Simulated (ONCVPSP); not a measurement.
## gallium (Ga) ONCV: all-electron and pseudo phase curves

```json
{"Element": "gallium (Ga)", "Generator": "ONCVPSP 4.0.1", "Type": "optimised norm-conserving Vanderbilt (ONCV)", "Functional": "PBEsol", "Relativity": "scalar-relativistic", "Frozen core": "[Ne]", "Valence charge": "21", "Reference configuration": "3s2 3p6 3d10 4s2 (charge +1)", "Partial waves": "3s+4s: rc 0.90 bohr, ncon 5, nbas 8, qcut 14.5 1/bohr, 2 projectors; 3p: rc 1.05 bohr, ncon 3, nbas 6, qcut 13.7 1/bohr, 2 projectors, debl 2.2 Ha; 3d: rc 0.75 bohr, ncon 4, nbas 9, qcut 16.7 1/bohr, 2 projectors, debl 0.9 Ha", "Local potential": "polynomial inside 0.65 bohr (lpopt 5, dvloc0 0 Ha)", "Core correction": "none"}
```

In the p channel the program set the typed energies aside and used -3.932, 0.250 Ha. In the d channel the program set the typed energies aside and used -1.009, 0.250 Ha.

The phase is arctan(r·R′/R) of the radial function R(r), unwrapped; energies in Ha, scanned from -7 to 5 Ha. A pole is an energy at which the radial function vanishes at the test radius. The pseudo phase is shifted by a multiple of π to meet the all-electron one at the reference energy, and phase errors are pseudo minus all-electron; the curves can meet again beyond the range given. Levels narrower than the energy grid can be missing from the lists of poles.

| channel | radius (bohr) | reference energy (Ha) | poles, all-electron | poles, pseudo | unbroken range about the reference energy with phases within 0.05 rad | phase error 1 Ha above the reference energy (rad) |
| --- | --- | --- | --- | --- | --- | --- |
| s | 0.92 | -0.60 | -3.10 | -3.10 | the whole range | +0.000 |
| p | 1.06 | -3.93 | -2.66 | -2.66 | the whole range | +0.000 |
| d | 0.76 | -1.01 | 3.86 | 3.86 | the whole range | -0.000 |

Phases in the p channel:

```
E (Ha)  all-electron  pseudo
 -6.96         0.953   0.953
 -6.64         0.875   0.875
 -6.32         0.768   0.768
 -6.00         0.613   0.613
 -5.68         0.381   0.381
 -5.36         0.045   0.045
 -5.04        -0.367  -0.367
 -4.72        -0.745  -0.745
 -4.40        -1.020  -1.020
 -4.08        -1.206  -1.206
 -3.76        -1.333  -1.333
 -3.44        -1.425  -1.425
 -3.12        -1.495  -1.495
 -2.80        -1.550  -1.550
 -2.48        -1.596  -1.596
 -2.16        -1.636  -1.636
 -1.84        -1.671  -1.671
 -1.52        -1.703  -1.703
 -1.20        -1.734  -1.734
 -0.88        -1.763  -1.763
 -0.56        -1.793  -1.793
 -0.24        -1.823  -1.823
  0.08        -1.854  -1.854
  0.40        -1.887  -1.887
  0.72        -1.923  -1.923
  1.04        -1.962  -1.962
  1.36        -2.007  -2.007
  1.68        -2.058  -2.058
  2.00        -2.118  -2.118
  2.32        -2.188  -2.188
  2.64        -2.274  -2.274
  2.96        -2.378  -2.378
  3.28        -2.505  -2.506
  3.60        -2.661  -2.662
  3.92        -2.847  -2.848
  4.24        -3.057  -3.058
  4.56        -3.277  -3.278
  4.88        -3.488  -3.489
```
